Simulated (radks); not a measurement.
Results of a calculation; reference values are marked as such.
The selenium ion Se1.25+, configuration [Ar] 3d10 4s2 4p(up 2, down 0.75) (fractional occupations, a model configuration). Level of theory: scalar-relativistic Kohn-Sham, PBE, spin-polarised, spherical densities, finite nucleus; Fermi nuclear charge, rms radius 4.14 fm (a radial shooting solver on a logarithmic mesh with Libxc functionals). Some entries of the table are withheld. Estimate them.

| orbital | occ. | eigenvalue (Ry) | <r> (bohr) |
|---|---|---|---|
| 1s up | 1 | -920.0940 | 0.04408 |
| 1s down | 1 | -920.0887 | 0.04408 |
| 2s up | 1 | -119.1137 | 0.1959 |
| 2s down | 1 | -119.1111 | 0.1959 |
| 2p up | 3 | -104.8893 | 0.1711 |
| 2p down | 3 | -104.8845 | 0.1711 |
| 3s up | 1 | -16.67832 | 0.5740 |
| 3s down | 1 | -16.67140 | 0.5739 |
| 3p up | 3 | -12.22977 | 0.5896 |
| 3p down | 3 | -12.22189 | 0.5893 |
| 3d up | 5 | (1) | 0.6304 |
| 3d down | 5 | (2) | 0.6288 |
| 4s up | 1 | -2.20349 | 1.732 |
| 4s down | 1 | -2.11577 | 1.730 |
| 4p up | 2 | (3) | 2.075 |
| 4p down | 0.75 | (4) | 2.094 |

Answer. 
(1) 3d up eigenvalue (Ry): -4.89036
(2) 3d down eigenvalue (Ry): -4.87928
(3) 4p up eigenvalue (Ry): -1.34884
(4) 4p down eigenvalue (Ry): -1.26061
